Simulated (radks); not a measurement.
Results of a calculation; reference values are marked as such.
All-electron atom: Gd VI in [Kr] 4d10 4f6 5s2 5p5. Level of theory: Dirac Kohn-Sham, LB94 model potential, spin-unpolarised, spherical densities, finite nucleus; open shells fill j = l - 1/2 first; Fermi nuclear charge, rms radius 5.1569 fm (a radial shooting solver on a logarithmic mesh with Libxc functionals).

Unscreened Slater integrals over Kohn-Sham orbitals (hartree). Large and small components are both included. Empty in this configuration: 4f7/2.

\begin{tabular}{lr}
integral & value \\ \hline
F0(4f5/2,4f5/2) & 1.1878 \\
F2(4f5/2,4f5/2) & 0.57125 \\
F4(4f5/2,4f5/2) & 0.35970 \\
F0(4f5/2,5p3/2) & 0.74138 \\
F2(4f5/2,5p3/2) & 0.25340 \\
G2(4f5/2,5p3/2) & 0.11822 \\
G4(4f5/2,5p3/2) & 0.095051 \\
F0(4f5/2,5p1/2) & 0.77374 \\
G2(4f5/2,5p1/2) & 0.13742 \\
F0(4f5/2,5s1/2) & 0.82783 \\
G3(4f5/2,5s1/2) & 0.14589 \\
F0(4f5/2,4f7/2) & 1.1822 \\
F2(4f5/2,4f7/2) & 0.56854 \\
F4(4f5/2,4f7/2) & 0.35798 \\
G2(4f5/2,4f7/2) & 0.56721 \\
G4(4f5/2,4f7/2) & 0.35718 \\
G6(4f5/2,4f7/2) & 0.25733 \\
F0(5p3/2,5p3/2) & 0.61521 \\
F2(5p3/2,5p3/2) & 0.33370 \\
F0(5p3/2,5p1/2) & 0.63058 \\
G2(5p3/2,5p1/2) & 0.33814 \\
F0(5p3/2,5s1/2) & 0.65473 \\
G1(5p3/2,5s1/2) & 0.43555 \\
F0(5p3/2,4f7/2) & 0.74010 \\
F2(5p3/2,4f7/2) & 0.25499 \\
G2(5p3/2,4f7/2) & 0.12042 \\
G4(5p3/2,4f7/2) & 0.096550 \\
F0(5p1/2,5p1/2) & 0.64771 \\
F0(5p1/2,5s1/2) & 0.67469 \\
G1(5p1/2,5s1/2) & 0.46456 \\
F0(5p1/2,4f7/2) & 0.77229 \\
G4(5p1/2,4f7/2) & 0.11036 \\
F0(5s1/2,5s1/2) & 0.70636 \\
F0(5s1/2,4f7/2) & 0.82608 \\
G3(5s1/2,4f7/2) & 0.14796 \\
F0(4f7/2,4f7/2) & 1.1767 \\
F2(4f7/2,4f7/2) & 0.56590 \\
F4(4f7/2,4f7/2) & 0.35632 \\
F6(4f7/2,4f7/2) & 0.25669 \\
\end{tabular}
